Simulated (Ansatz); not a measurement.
BEt2(OiPr) (C₇H₁₇BO) was relaxed with PBE-D4 (def2-SVP) in Ansatz in these states: charge +1 doublet, neutral singlet. The geometries follow in no particular order.

A:

Cartesian coordinates in Å:
```
B -0.617 0.413 0.098
C -1.447 1.432 1.068
C -2.214 0.843 2.228
H -2.109 1.954 0.340
H -0.638 2.126 1.390
H -2.681 1.670 2.812
H -3.049 0.186 1.912
H -1.562 0.297 2.939
C -1.473 -0.945 -0.325
C -1.086 -2.090 0.585
H -1.137 -1.077 -1.380
H -2.553 -0.706 -0.295
H -1.642 -3.000 0.251
H -0.007 -2.337 0.550
H -1.391 -1.927 1.639
O 0.599 0.630 -0.314
C 1.628 0.063 -1.194
C 2.806 -0.365 -0.339
C 1.950 1.084 -2.270
H 1.138 -0.831 -1.651
H 3.277 0.511 0.151
H 3.567 -0.846 -0.984
H 2.506 -1.094 0.439
H 1.050 1.369 -2.847
H 2.400 1.995 -1.828
H 2.685 0.647 -2.975
```

B:

```xyz
26

B     0.6300   -0.1455    0.5006
C     2.1780    0.0575    0.7918
C     3.1264   -0.8990    0.0506
H     2.3012   -0.0971    1.8926
H     2.4618    1.1164    0.6091
H     4.1850   -0.7579    0.3526
H     2.8747   -1.9639    0.2416
H     3.0810   -0.7485   -1.0493
C    -0.0400   -1.5923    0.4620
C    -0.2168   -2.1115   -0.9801
H    -1.0268   -1.5928    0.9768
H     0.5951   -2.3069    1.0284
H    -0.6433   -3.1360   -1.0063
H    -0.8926   -1.4611   -1.5738
H     0.7515   -2.1464   -1.5209
O    -0.0791    1.0052    0.2809
C    -1.4895    1.0923    0.0295
C    -1.6901    1.6853   -1.3629
C    -2.1188    1.9393    1.1323
H    -1.9383    0.0742    0.0573
H    -1.2246    2.6900   -1.4245
H    -2.7691    1.7832   -1.5971
H    -1.2237    1.0424   -2.1359
H    -1.9592    1.4741    2.1254
H    -1.6629    2.9503    1.1489
H    -3.2099    2.0487    0.9704
```

**Question.** Judge from the bond lengths which geometry belongs to which state (an estimate).

**Answer.** A is the charge +1 doublet (B1–O16 1.302 Å, B1–C9 1.660 Å, B1–C2 1.633 Å); B is the neutral singlet (B1–O16 1.369 Å, B1–C9 1.595 Å, B1–C2 1.588 Å).
